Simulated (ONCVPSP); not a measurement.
# Configuration tests for Hg (ONCV)

ONCVPSP 4.0.1 input, shortened (lines: element, Z, core and valence counts, functional; n l f; lmax; l rc ep ncon nbas qcut; lloc lpopt rc5 dvloc0; l nproj debl; icmod fcfact rcfact), PBE, fully relativistic:

```
  Hg 80.00   10    4        4      upf
    1    0    2.00
    2    0    2.00
    2    1    6.00
    3    0    2.00
    3    1    6.00
    3    2   10.00
    4    0    2.00
    4    1    6.00
    4    2   10.00
    4    3   14.00
    5    0    2.00
    5    1    6.00
    5    2   10.00
    6    0    2.00
    2
    0    1.65    0.00    5    8    6.40
    1    1.35    0.00    3    7    9.20
    2    1.30    0.00    4    7    7.10
    4    4    1.00    0.00
    0    2    2.80
    1    2    1.00
    2    2    3.00
    2    0.15    0.60
```

Open shells are filled in proportion to 2j + 1.

In the p channel the program set the typed energies aside and used -2.264, 0.250 Ha (j = l + 1/2; the other j can differ).

Energies are relative to the spin-unpolarised reference configuration 5s2 5p6 5d10 6s2; without spin polarisation the order of configurations can differ from experiment.

```json
{"valence configuration": "5s2 5p6 5d10 6s0", "charge": "+2", "ΔE all-electron (eV)": "29.686", "error AE − PS (meV)": "-11"}
{"valence configuration": "5s2 5p6 5d9 6s0", "charge": "+3", "ΔE all-electron (eV)": "65.217", "error AE − PS (meV)": "-6.8"}
```

(1) What are ΔE and the potential's error for 5s2 5p6 5d10 6s1?

(2) What are ΔE and the potential's error for 5s1 5p6 5d10 6s2?

Levels in the configuration 5s1 5p6 5d10 6s2:

```
   level  all-electron (eV)  pseudo (eV)
5s j=1/2           -133.110     -134.124
5p j=3/2            -75.996      -76.229
5p j=1/2            -94.750      -95.203
5d j=5/2            -21.791      -21.755
5d j=3/2            -23.861      -23.841
6s j=1/2            -16.083      -16.142
```

## Answers

(1) ΔE = 10.701 eV all-electron; the error (AE − PS) is -1.9 meV.

(2) ΔE = 125.319 eV all-electron; the error (AE − PS) is -495 meV.
